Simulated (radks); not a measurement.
All-electron atom: a nucleus of charge 49.8 with 49 electrons in [Kr] 4d10 5s2 5p1. All-electron calculation, Dirac Kohn-Sham, PBEsol, spin-unpolarised, spherical densities, finite nucleus; open shells fill j = l - 1/2 first; Fermi nuclear charge, rms radius 4.6156 fm. Program: a radial shooting solver on a logarithmic mesh with Libxc functionals.

Spin-orbit splittings of the eigenvalues, e(l+1/2) - e(l-1/2), with zeta = 2 splitting/(2l+1) and mean radii in bohr:

shell  occ.  splitting (eV)  zeta (eV)  <r> j=l-1/2  <r> j=l+1/2
2p        6           226.4      150.9       0.1063       0.1117
3p        6               ?          ?       0.3319       0.3431
3d       10           8.506      3.402       0.3145       0.3181
4p        6           7.404      4.936       0.8726       0.9027
4d       10           1.007     0.4028        1.105        1.120
5p        1          0.5218     0.3478        2.926        3.040

Estimate the 3p splitting.

Answer. 41.25 eV (zeta = 27.50 eV).
